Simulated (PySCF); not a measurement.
SMILES [SiH3]OCCCC (C4H12OSi), GFN2-xTB optimised geometry.

```
18

C      3.01    -0.50    -1.27
C      1.48    -0.53    -1.29
C      0.92    -1.13     0.00
C     -0.61    -1.13     0.00
O     -1.08     0.18     0.00
Si    -2.60     0.73    -0.09
H      3.39    -0.07    -2.20
H      3.37     0.10    -0.44
H      3.41    -1.51    -1.17
H      1.14    -1.12    -2.14
H      1.09     0.48    -1.40
H      1.27    -2.16     0.12
H      1.26    -0.55     0.86
H     -0.98    -1.66    -0.89
H     -0.98    -1.66     0.89
H     -3.26     0.29    -1.32
H     -2.32     2.16    -0.06
H     -3.41     0.27     1.04
```

Density from PySCF with PBE/def2-SVP at that geometry.

Minimum of the electron density along straight lines between bonded atoms, close to the bond critical point (lines longer than 1.1 times the sum of covalent radii, or with two minima, are not listed):

```json
[
 {"bond": "C1–C2", "length / Å": "1.523", "ρ at the minimum / e bohr⁻³": "0.241", "∇²ρ there / e bohr⁻⁵": "-0.53", "position (fraction from the first atom)": "0.50"},
 {"bond": "C2–C3", "length / Å": "1.527", "ρ at the minimum / e bohr⁻³": "0.242", "∇²ρ there / e bohr⁻⁵": "-0.53", "position (fraction from the first atom)": "0.50"},
 {"bond": "C3–C4", "length / Å": "1.526", "ρ at the minimum / e bohr⁻³": "0.247", "∇²ρ there / e bohr⁻⁵": "-0.56", "position (fraction from the first atom)": "0.49"},
 {"bond": "C4–O5", "length / Å": "1.397", "ρ at the minimum / e bohr⁻³": "0.257", "∇²ρ there / e bohr⁻⁵": "-0.33", "position (fraction from the first atom)": "0.34"},
 {"bond": "O5–Si6", "length / Å": "1.616", "ρ at the minimum / e bohr⁻³": "0.131", "∇²ρ there / e bohr⁻⁵": "1.10", "position (fraction from the first atom)": "0.59"},
 {"bond": "C1–H7", "length / Å": "1.087", "ρ at the minimum / e bohr⁻³": "0.274", "∇²ρ there / e bohr⁻⁵": "-0.99", "position (fraction from the first atom)": "0.63"},
 {"bond": "C1–H8", "length / Å": "1.088", "ρ at the minimum / e bohr⁻³": "0.274", "∇²ρ there / e bohr⁻⁵": "-0.99", "position (fraction from the first atom)": "0.63"},
 {"bond": "C1–H9", "length / Å": "1.088", "ρ at the minimum / e bohr⁻³": "0.274", "∇²ρ there / e bohr⁻⁵": "-0.98", "position (fraction from the first atom)": "0.63"},
 {"bond": "C2–H10", "length / Å": "1.093", "ρ at the minimum / e bohr⁻³": "0.273", "∇²ρ there / e bohr⁻⁵": "-0.96", "position (fraction from the first atom)": "0.62"},
 {"bond": "C2–H11", "length / Å": "1.091", "ρ at the minimum / e bohr⁻³": "0.275", "∇²ρ there / e bohr⁻⁵": "-1.00", "position (fraction from the first atom)": "0.63"},
 {"bond": "C3–H12", "length / Å": "1.092", "ρ at the minimum / e bohr⁻³": "0.273", "∇²ρ there / e bohr⁻⁵": "-0.97", "position (fraction from the first atom)": "0.62"},
 {"bond": "C3–H13", "length / Å": "1.092", "ρ at the minimum / e bohr⁻³": "0.274", "∇²ρ there / e bohr⁻⁵": "-0.98", "position (fraction from the first atom)": "0.63"},
 {"bond": "C4–H14", "length / Å": "1.098", "ρ at the minimum / e bohr⁻³": "0.277", "∇²ρ there / e bohr⁻⁵": "-1.01", "position (fraction from the first atom)": "0.63"},
 {"bond": "C4–H15", "length / Å": "1.098", "ρ at the minimum / e bohr⁻³": "0.277", "∇²ρ there / e bohr⁻⁵": "-1.01", "position (fraction from the first atom)": "0.63"},
 {"bond": "Si6–H16", "length / Å": "1.467", "ρ at the minimum / e bohr⁻³": "0.117", "∇²ρ there / e bohr⁻⁵": "0.31", "position (fraction from the first atom)": "0.49"},
 {"bond": "Si6–H17", "length / Å": "1.453", "ρ at the minimum / e bohr⁻³": "0.120", "∇²ρ there / e bohr⁻⁵": "0.33", "position (fraction from the first atom)": "0.49"},
 {"bond": "Si6–H18", "length / Å": "1.467", "ρ at the minimum / e bohr⁻³": "0.117", "∇²ρ there / e bohr⁻⁵": "0.31", "position (fraction from the first atom)": "0.49"}
]
```
